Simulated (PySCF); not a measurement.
## C₆ coefficients of unlike pairs at wB97M-V

Calculated with PySCF 2.14 from the dipole response of each species, C₆(A,B) = (3/π) ∫ α_A(iu) α_B(iu) du, in atomic units, from isotropic polarisabilities. For ions this is the dispersion term alone; charge-induced terms of lower order in 1/R come first.

```tsv
species	configuration	basis	relativity	α (bohr³)	C₆ (like pair)
Be⁺	[He] 2s1 (2S)	aug-cc-pCVQZ-DK (9s8p6d4f2g)	spin-free X2C	19.81	46.04
C⁺	[He] 2s2 2p1 (2P)	aug-cc-pVTZ (5s4p3d2f)	none	6.076	14.58
O²⁺	[He] 2s2 2p2 (3P)	aug-pcseg-3 (6s5p5d3f2g)	none	1.719	2.318
```

Question: Estimate C₆ for O²⁺ with C⁺.

Answer: The integral gives 5.494. The combination rule 2 C_A C_B / (C_A α_B/α_A + C_B α_A/α_B) gives 5.489 and the geometric mean 5.814.

No spin-orbit coupling is included.

The other pairs:

```tsv
pair	C₆
C⁺, Be⁺	22.13
O²⁺, Be⁺	7.188
```
